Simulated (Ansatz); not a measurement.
H$_{4}$O$_{2}$S$_{2}$Zr (`[OH][Zr]([OH])([SH])[SH]`) at its PBE0-D4/def2-TZVP geometry, where that method's forces vanish. Total charge 0; spin multiplicity 1. Zr: def2 effective core potential.

```tsv
atom	x (Å)	y (Å)	z (Å)
O1	0.226	-0.802	-1.812
Zr2	0.144	-0.047	-0.068
O3	1.796	0.134	0.857
S4	-1.404	-1.521	1.150
S5	-0.764	2.238	-0.127
H6	0.436	-1.099	-2.693
H7	2.673	0.072	1.225
H8	-1.258	-0.805	2.281
H9	-1.849	1.831	-0.813
```

(1) For each bond, give half the difference of the two atoms' forces along it (eV/Å; positive pushes the atoms apart) under PBE-D4, r2SCAN-D4, B3LYP-D4, ωB97M-V in def2-TZVPP. (Estimate.)

Results:

(1) Computed: 
```csv
bond,length (Å),PBE-D4,r2SCAN-D4,B3LYP-D4,ωB97M-V
O1–Zr2,1.902,0.00,0.10,0.16,0.07
O1–H6,0.953,0.30,-0.05,-0.11,-0.08
Zr2–O3,1.902,0.00,0.10,0.16,0.07
Zr2–S4,2.460,0.03,0.03,0.09,0.03
Zr2–S5,2.460,0.03,0.03,0.09,0.03
O3–H7,0.953,0.30,-0.05,-0.11,-0.08
S4–H8,1.347,0.24,0.01,-0.01,-0.07
S5–H9,1.347,0.24,0.01,-0.01,-0.07
```

B3LYP here is the variant with VWN-RPA as its local correlation; programs differ in this.
